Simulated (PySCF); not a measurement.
Task: Give a PBE0-D3(BJ)/def2-SVP geometry of `FC(F)(F)c1cc[cH-]c1`. (Charge -1.)

Result: 
```
atom  x, y, z in Å
F1     2.2832    1.4690    0.3009
C2     1.8715    0.2175   -0.0173
F3     2.5441   -0.6214    0.8134
F4     2.4437   -0.0176   -1.2399
C5     0.4215    0.0551    0.0337
C6    -0.5344    1.0862   -0.1438
C7    -1.8060    0.4973   -0.1009
C8    -1.6433   -0.8965    0.0986
C9    -0.2710   -1.1732    0.1774
H10   -0.3058    2.1455   -0.2787
H11   -2.7590    1.0267   -0.1925
H12   -2.4493   -1.6308    0.1880
H13    0.1925   -2.1502    0.3321
```

Orientation and origin are arbitrary. Atoms count from 1 in this order. C7 (aromatic CH carbon) is planar (angles 126.0°, 125.7° and 108.3°, sum 360.0°, 0.00 Å off the plane of its three neighbours). C6 (aromatic CH carbon) is planar (angles 127.0°, 125.5° and 107.6°, sum 360.0°, 0.00 Å off the plane of its three neighbours). C5 (substituted aromatic carbon) is planar (angles 125.8°, 125.8° and 108.3°, sum 359.9°, 0.03 Å off the plane of its three neighbours). Of the pairs four or more bonds apart, F1···H10 is among the closest relative to their van der Waals radii: 2.74 Å, 103 % of the sum of Bondi's values.

Bonds between heavy atoms (Å): F1–C2 1.355, C2–F3 1.359, C2–F4 1.370, C2–C5 1.460, C5–C6 1.417, C6–C7 1.402, C7–C8 1.417, C8–C9 1.402, C5–C9 1.417.

Computed, not measured: PBE0-D3(BJ)/def2-SVP geometry optimisation, gas phase in PySCF.

Point group: near Cs, missed by 0.20 Å at most; the miss may be what the optimiser left on a soft mode. Not checked by PBE0-D3(BJ)/def2-SVP frequencies.
